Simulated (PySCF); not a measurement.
Structure from 2D NMR

Compound of formula C3H12OSi3. Correlations simulated from computed shifts and the bond graph:

HSQC (one-bond C–H):
```
  δH     δC
5.97  142.2
5.69  118.8
5.62  118.8
4.43   71.0
```

COSY cross peaks (H two or three bonds apart, from the bond graph; peaks can be absent where the dihedral angle is near 90°):
```
  δH    δH
5.97  5.69
5.97  5.62
5.97  4.43
5.69  5.62
5.36  3.37
3.62  3.37
```

HMBC (two and three bonds, from the bond graph):
```
  δH            δC
5.97   118.8, 71.0
5.69   142.2, 71.0
5.62   142.2, 71.0
5.36          71.0
4.43  142.2, 118.8
```

- GFN2-xTB structure
- NMR shieldings at PBE0/pcSseg-1/GIAO
- program: PySCF 2.14.0 with density-fitted response routines
- no solvent model, non-relativistic Hamiltonian, equivalent nuclei averaged, a single conformation

Shifts are taken against calculated references (same method and geometry level): 1H (31.72 ppm) and 13C (186.93 ppm) against TMS.

Exchangeable hydrogens are left out of these lists.

Q: Assemble the structure.

A: SMILES C=CCO[SiH2][SiH2][SiH3].

Numbering as in the mapped SMILES `[CH2:1]=[CH:2][CH2:3][O:4][SiH2:5][SiH2:6][SiH3:7]` (H(Xn): hydrogen on atom n). Ha(C1) is cis to C3; Hb(C1) is trans to C3.

1. δC 142.2 is C2, an alkene CH (δH 5.97).
2. δC 118.8 is C1, a terminal =CH2 carbon (δH 5.62, 5.69).
3. δC 71.0 is C3, an allylic sp3 CH2 bonded to O (δH 4.43).
4. COSY links 5.97–5.69, 5.97–5.62, 5.97–4.43, 5.69–5.62, 5.36–3.37, 3.62–3.37.

The data come from this structure; uniqueness wasn't tested.

Shifts are as computed. Against solution values, carbons near 30 ppm lie about +3 ppm off and those near 130 ppm about +5 ppm. Of 1309 compounds with measured shifts, 239 miss one by over three times the rms of a fit or turn the order of signals round; such compounds aren't used in these exercises.
